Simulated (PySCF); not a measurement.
# Correlation energy of Cu⁻ (copper, charge -1)

[Ar] 3d10 4s2, closed-shell 1S. All numbers are calculated (PySCF 2.14, no relativity, point nucleus, in def2-QZVPPD (11s6p5d4f2g, 100 functions)). Frozen: [Ar]; 12 electrons correlated.

MP2 pair energies summed by pair of shells (mhartree):

```json
{"pair": "3d-3d", "energy": "-487.45", "share (%)": "89.6"}
{"pair": "3d-4s", "energy": "-37.89", "share (%)": "7.0"}
{"pair": "4s-4s", "energy": "-18.85", "share (%)": "3.5"}
```

Total MP2 correlation energy: -544.20 mhartree.

Same-spin part -194.38 and opposite-spin part -349.82 mhartree; SCS-MP2 scales them by 1/3 and 6/5 to -484.57 mhartree.

MP2 falls well short for the outer s pair, which is nearly degenerate with np².
